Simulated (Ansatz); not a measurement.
C4H10ClFSi, singlet, geometry from GFN2-xTB; SC-NEVPT2/STO-3G, CASSCF(4,5) (Ansatz, a first-principles code).

Here is a job for Ansatz.
Ansatz 0.2 input:
```yaml
crystal:
  periodic: [false, false, false]
  atoms:
    - {symbol: C, position_ang: [2.70106411, -0.47342653, -0.36337652]}
    - {symbol: C, position_ang: [1.30391777, -0.90648808, -0.81021101]}
    - {symbol: Si, position_ang: [-0.06976135, 0.26314982, -0.20785481]}
    - {symbol: F, position_ang: [0.27520037, 1.73451503, -0.80600080]}
    - {symbol: Cl, position_ang: [-0.02931276, 0.47849426, 1.79430125]}
    - {symbol: C, position_ang: [-1.81372345, -0.16201214, -0.82875205]}
    - {symbol: C, position_ang: [-2.33054349, -1.51777614, -0.35067873]}
    - {symbol: H, position_ang: [2.92546455, 0.52533623, -0.72915722]}
    - {symbol: H, position_ang: [2.77148615, -0.46235626, 0.72154433]}
    - {symbol: H, position_ang: [3.45394741, -1.15793117, -0.74864845]}
    - {symbol: H, position_ang: [1.11849875, -1.92031962, -0.45248277]}
    - {symbol: H, position_ang: [1.28363270, -0.95557877, -1.90025128]}
    - {symbol: H, position_ang: [-2.50673109, 0.61497792, -0.49964357]}
    - {symbol: H, position_ang: [-1.82838773, -0.14113722, -1.91945492]}
    - {symbol: H, position_ang: [-2.34591005, -1.56097687, 0.73554679]}
    - {symbol: H, position_ang: [-1.69661009, -2.32247780, -0.71498456]}
    - {symbol: H, position_ang: [-3.34150774, -1.69045457, -0.71350516]}
basis:
  gaussian:
    orbitals: STO-3G
magnetization: {spin_polarized: false}
correlation: {method: sc_nevpt2, electrons: all, active_space: {window: {electrons: 4, orbitals: 5}}}
```

Problem. What does Ansatz print? Leave out banner, timings and long lists.

Solution. 
```
Functional definition: HF
692 factors; integrals over basis functions are off by at most 4.6e-5 eV
mean field evaluation 1: about -27039.6583 eV, gradient 2.5e1 eV
mean field evaluation 2: about -27039.9314 eV, gradient 2.5e1 eV
mean field evaluation 4: about -27042.7254 eV, gradient 1.5e0 eV
mean field evaluation 8: about -27042.7385 eV, gradient 2.2e-2 eV
mean field -27042.73848945 eV, -993.8023092607 hartree, gradient 1.4e-6 eV, S^2 0.000000; 0 other end points of the search recorded, 0 dependent functions left out
reference -27042.73848945 eV, -993.8023092607 hartree; 37, 37 occupied and 16, 16 virtual orbitals, 692 factors
state -27043.58819565 eV, -993.8335353876 hartree
state -27043.58819565 eV, -993.8335353876 hartree; corrected -27050.13599685 eV, -994.0741626434 hartree
state -27043.58652049 eV, -993.8334738267 hartree
state -27043.58652049 eV, -993.8334738267 hartree; corrected -27050.13230999 eV, -994.0740271538 hartree
state -27043.58819565 eV, -993.8335353876 hartree; corrected -27050.13599685 eV, -994.0741626434 hartree
Total energy: -27050.13599685 eV, -994.0741626434 hartree
```
